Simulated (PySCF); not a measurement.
**Radial density of Pd (palladium, neutral)**

PBEsol, [Kr] 4d10, closed-shell 1S. Calculation: PySCF 2.14, in aug-cc-pVTZ-PP with ECP28MDF (6s6p5d3f2g, 88 functions); a scalar-relativistic core potential. This is the valence pseudo-density: the core potential removes the inner electrons and smooths the orbitals near the nucleus.

```
r (bohr)  4πr²ρ (e/bohr)
  0.0171       1.327e-05
  0.0288       3.337e-05
  0.0485       7.612e-05
  0.0815       0.0002464
   0.137        0.002260
   0.231         0.03401
   0.388          0.7862
   0.652           9.883
    1.10           15.36
    1.85           4.566
    3.10          0.7344
    5.22         0.05173
    8.78       0.0007335
```

Energies and moments cover only the electrons outside the core potential.
